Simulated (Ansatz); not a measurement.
C2H5GeN (`[NH2][GeH]1[CH]=[CH]1`). The species carries charge 0 and has multiplicity 1. All single points use the PBE0-D4/def2-TZVP geometry. It is one conformer, not always the lowest.

```xyz
9

N    -1.109   -1.205    0.729
Ge    0.363   -0.138    0.449
C     0.147    1.452   -0.571
C     0.696    0.499   -1.311
H    -1.568   -1.024    1.612
H    -0.896   -2.193    0.686
H     1.508   -0.265    1.463
H    -0.170    2.478   -0.720
H     1.031    0.396   -2.337
```

**Question.** What is the dipole moment at ωB97M-V/def2-TZVPP? (Best estimate.)

**Answer.** Computed: 1.09 D, with components (0.25, -0.57, 0.90) D in this frame, pointing from negative to positive charge.

**Question.** And with PBE, r2SCAN, B3LYP? (Estimate.)

**Answer.** Computed: PBE 0.94 D, r2SCAN 0.94 D, B3LYP 1.06 D.

**Question.** Give the Mulliken charges with ωB97M-V, B3LYP, PBE in def2-TZVPP. (Best estimate.)

**Answer.** Ansatz gave: 
```csv
atom,ωB97M-V,B3LYP,PBE
N1,-0.36,-0.38,-0.38
Ge2,0.23,0.21,0.16
C3,-0.17,-0.15,-0.13
C4,-0.17,-0.15,-0.13
H5,0.10,0.12,0.14
H6,0.10,0.12,0.14
H7,0.01,-0.02,-0.02
H8,0.13,0.13,0.11
H9,0.13,0.13,0.11
```

B3LYP here is the variant with VWN-RPA as its local correlation; programs differ in this.
